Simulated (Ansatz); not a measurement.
```yaml
crystal:
  periodic: [false, false, false]
  atoms:
    - {symbol: F, position_ang: [0.464006, 0.175422, -2.059013]}
    - {symbol: Si, position_ang: [-0.560153, 0.379375, -0.828177]}
    - {symbol: Si, position_ang: [0.640210, -0.819855, 0.857369]}
    - {symbol: Cl, position_ang: [-2.447281, -0.024477, -1.247883]}
    - {symbol: Br, position_ang: [-0.396917, 2.634261, -0.573433]}
    - {symbol: H, position_ang: [0.421915, -1.996659, 0.652857]}
    - {symbol: H, position_ang: [-0.245077, -0.207638, 2.113726]}
    - {symbol: H, position_ang: [2.031658, -0.117768, 1.183917]}
basis:
  gaussian: {orbitals: def2-mTZVPP}
hamiltonian: {xc: {name: PBEsol}, dispersion: d3bj}
scf: {lower_state_search: light}
relax: {f_tol: 0.001, max_steps: 1}
output: {forces: true}
```

```sh
$ ansatz run in.yaml --threads 4 --pin off --events-out ev --progress --plain --max-ram 10444MiB
```

Shortened log:

```
Functional definition: PBEsol
1442 factors; their error is unknown
mean field evaluation 1: about -100964.3269 eV, gradient 3.7e1 eV
mean field evaluation 2: about -100956.9900 eV, gradient 8.1e1 eV
mean field evaluation 4: about -100966.6648 eV, gradient 2.6e0 eV
mean field evaluation 8: about -100966.6400 eV, gradient 1.2e-1 eV
mean field evaluation 16: about -100966.6400 eV, gradient 3.8e-5 eV
mean field -100966.63999072 eV, -3710.4555820123 hartree, gradient 3.8e-5 eV, S^2 0.000000; 0 other end points of the search recorded, 0 dependent functions left out
reference -100966.64003479 eV, -3710.4555836320 hartree; 46, 46 occupied and 110, 110 virtual orbitals, 1442 factors
relax step   1: F+E_penalty+E_count = -100966.76399803 eV  Δ(F+E_penalty+E_count) = +0.000e0 eV  max|allowed force component| = 1.127e1 eV/Å  Δτ_max = 0.0000 Å  (28 SCF iters, accepted)
Error: geometry relaxation did not converge after 1 steps: max|allowed force component| = 1.13e1 eV/Å (threshold 1.0e-3). Raise `relax.max_steps` over both its present limit and 1, loosen `relax.f_tol`, or start from a geometry closer to equilibrium. Where this run's directory can be resumed (`checkpoint.write`), a resume goes on for up to `relax.max_steps` more
```

(1) What is wrong with this run?

Answers

(1) The relaxation is allowed too few steps for its threshold. The calculation stopped without meeting its thresholds.
